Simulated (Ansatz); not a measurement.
Ansatz (a first-principles code) input (B3LYP-D3(BJ)/def2-TZVP):

Ansatz 0.2 input:
```yaml
crystal:
  periodic: [false, false, false]
  atoms:
    - {symbol: Na, position_ang: [-0.00000000, -0.00000000, -0.86720303]}
    - {symbol: F, position_ang: [0.00000000, 0.00000000, 1.05991481]}
basis:
  gaussian:
    orbitals: def2-TZVP
hamiltonian:
  xc: b3lyp
  dispersion: d3bj
phonons: {temperatures: {t_min: 298.15, t_max: 298.15, t_step: 100}}
```

Output:

```
Functional definition: B3LYP
integrals: 0.01 GiB planned
433 factors; their error is unknown
mean field: 0.12 GiB planned
mean field evaluation 1: about -7131.4581 eV, gradient 5.2e1 eV
mean field evaluation 2: about -6961.6779 eV, gradient 2.5e2 eV
mean field evaluation 4: about -7135.7212 eV, gradient 4.1e0 eV
mean field evaluation 8: about -7135.7773 eV, gradient 7.1e-2 eV
mean field -7135.77733462 eV, -262.2349802436 hartree, gradient 6.6e-5 eV, S^2 0.000000; 0 other end points of the search recorded, 0 dependent functions left out
the calculation of the forces begins
reference -7135.77757443 eV, -262.2349890565 hartree; 10, 10 occupied and 53, 53 virtual orbitals, 433 factors
these checks for a lower state are left out or cut short: stability, starts, cluster_reference, orbital_swaps, neighbouring_geometries, increment
integrals: 0.01 GiB planned
433 factors; their error is unknown
mean field: 0.12 GiB planned
mean field evaluation 16: about -7135.7452 eV, gradient 6.7e-2 eV
mean field -7135.77733462 eV, -262.2349802435 hartree, gradient 8.2e-8 eV, S^2 0.000000; 0 other end points of the search recorded, 0 dependent functions left out
the calculation of the forces begins
reference -7135.77757443 eV, -262.2349890564 hartree; 10, 10 occupied and 53, 53 virtual orbitals, 433 factors
these checks for a lower state are left out or cut short: stability, starts, cluster_reference, orbital_swaps, neighbouring_geometries, increment
integrals: 0.01 GiB planned
433 factors; their error is unknown
mean field: 0.12 GiB planned
mean field -7135.77733462 eV, -262.2349802435 hartree, gradient 8.2e-8 eV, S^2 0.000000; 0 other end points of the search recorded, 0 dependent functions left out
the calculation of the forces begins
reference -7135.77757443 eV, -262.2349890564 hartree; 10, 10 occupied and 53, 53 virtual orbitals, 433 factors
these checks for a lower state are left out or cut short: stability, starts, cluster_reference, orbital_swaps, neighbouring_geometries, increment
integrals: 0.01 GiB planned
433 factors; their error is unknown
mean field: 0.12 GiB planned
mean field evaluation 32: about -7135.7773 eV, gradient 4.9e-6 eV
mean field -7135.77733462 eV, -262.2349802435 hartree, gradient 8.2e-8 eV, S^2 0.000000; 0 other end points of the search recorded, 0 dependent functions left out
the calculation of the forces begins
reference -7135.77757443 eV, -262.2349890564 hartree; 10, 10 occupied and 53, 53 virtual orbitals, 433 factors
these checks for a lower state are left out or cut short: stability, starts, cluster_reference, orbital_swaps, neighbouring_geometries, increment
integrals: 0.01 GiB planned
433 factors; their error is unknown
mean field: 0.12 GiB planned
mean field -7135.77733462 eV, -262.2349802435 hartree, gradient 8.2e-8 eV, S^2 0.000000; 0 other end points of the search recorded, 0 dependent functions left out
the calculation of the forces begins
reference -7135.77757443 eV, -262.2349890564 hartree; 10, 10 occupied and 53, 53 virtual orbitals, 433 factors
these checks for a lower state are left out or cut short: stability, starts, cluster_reference, orbital_swaps, neighbouring_geometries, increment
integrals: 0.01 GiB planned
433 factors; their error is unknown
mean field: 0.12 GiB planned
mean field -7135.77730277 eV, -262.2349790732 hartree, gradient 8.0e-7 eV, S^2 0.000000; 0 other end points of the search recorded, 0 dependent functions left out
the calculation of the forces begins
reference -7135.77754263 eV, -262.2349878878 hartree; 10, 10 occupied and 53, 53 virtual orbitals, 433 factors
these checks for a lower state are left out or cut short: stability, starts, cluster_reference, orbital_swaps, neighbouring_geometries, increment
integrals: 0.01 GiB planned
433 factors; their error is unknown
mean field: 0.12 GiB planned
mean field -7135.77729748 eV, -262.2349788788 hartree, gradient 2.6e-6 eV, S^2 0.000000; 0 other end points of the search recorded, 0 dependent functions left out
the calculation of the forces begins
reference -7135.77753724 eV, -262.2349876900 hartree; 10, 10 occupied and 53, 53 virtual orbitals, 433 factors
these checks for a lower state are left out or cut short: stability, starts, cluster_reference, orbital_swaps, neighbouring_geometries, increment
integrals: 0.01 GiB planned
433 factors; their error is unknown
mean field: 0.12 GiB planned
mean field evaluation 64: about -7135.7773 eV, gradient 8.2e-8 eV
mean field -7135.77733462 eV, -262.2349802435 hartree, gradient 8.2e-8 eV, S^2 0.000000; 0 other end points of the search recorded, 0 dependent functions left out
the calculation of the forces begins
reference -7135.77757443 eV, -262.2349890564 hartree; 10, 10 occupied and 53, 53 virtual orbitals, 433 factors
these checks for a lower state are left out or cut short: stability, starts, cluster_reference, orbital_swaps, neighbouring_geometries, increment
integrals: 0.01 GiB planned
433 factors; their error is unknown
mean field: 0.12 GiB planned
mean field -7135.77733462 eV, -262.2349802435 hartree, gradient 8.2e-8 eV, S^2 0.000000; 0 other end points of the search recorded, 0 dependent functions left out
the calculation of the forces begins
reference -7135.77757443 eV, -262.2349890564 hartree; 10, 10 occupied and 53, 53 virtual orbitals, 433 factors
these checks for a lower state are left out or cut short: stability, starts, cluster_reference, orbital_swaps, neighbouring_geometries, increment
integrals: 0.01 GiB planned
433 factors; their error is unknown
mean field: 0.12 GiB planned
mean field -7135.77733462 eV, -262.2349802435 hartree, gradient 8.2e-8 eV, S^2 0.000000; 0 other end points of the search recorded, 0 dependent functions left out
the calculation of the forces begins
reference -7135.77757443 eV, -262.2349890564 hartree; 10, 10 occupied and 53, 53 virtual orbitals, 433 factors
these checks for a lower state are left out or cut short: stability, starts, cluster_reference, orbital_swaps, neighbouring_geometries, increment
integrals: 0.01 GiB planned
433 factors; their error is unknown
mean field: 0.12 GiB planned
mean field -7135.77733462 eV, -262.2349802435 hartree, gradient 8.2e-8 eV, S^2 0.000000; 0 other end points of the search recorded, 0 dependent functions left out
the calculation of the forces begins
reference -7135.77757443 eV, -262.2349890564 hartree; 10, 10 occupied and 53, 53 virtual orbitals, 433 factors
these checks for a lower state are left out or cut short: stability, starts, cluster_reference, orbital_swaps, neighbouring_geometries, increment
integrals: 0.01 GiB planned
433 factors; their error is unknown
mean field: 0.12 GiB planned
mean field -7135.77729748 eV, -262.2349788788 hartree, gradient 2.6e-6 eV, S^2 0.000000; 0 other end points of the search recorded, 0 dependent functions left out
the calculation of the forces begins
reference -7135.77753724 eV, -262.2349876900 hartree; 10, 10 occupied and 53, 53 virtual orbitals, 433 factors
these checks for a lower state are left out or cut short: stability, starts, cluster_reference, orbital_swaps, neighbouring_geometries, increment
integrals: 0.01 GiB planned
433 factors; their error is unknown
mean field: 0.12 GiB planned
mean field evaluation 96: about -7135.7773 eV, gradient 4.7e-5 eV
mean field -7135.77730277 eV, -262.2349790732 hartree, gradient 8.0e-7 eV, S^2 0.000000; 0 other end points of the search recorded, 0 dependent functions left out
the calculation of the forces begins
reference -7135.77754263 eV, -262.2349878878 hartree; 10, 10 occupied and 53, 53 virtual orbitals, 433 factors
Total energy: -7135.79211914 eV, -262.2355235647 hartree
Atom 0 at    -0.000000    -0.000000    -0.867203 Å, force     0.000000    -0.000000     0.001519 eV/Å
Atom 1 at     0.000000     0.000000     1.059915 Å, force    -0.000000     0.000000    -0.001519 eV/Å
Dipole moment:     0.000000     0.000000    -1.628542 e Å
Vibrations: 537.22 cm⁻¹, zero-point energy 0.033303 eV
```
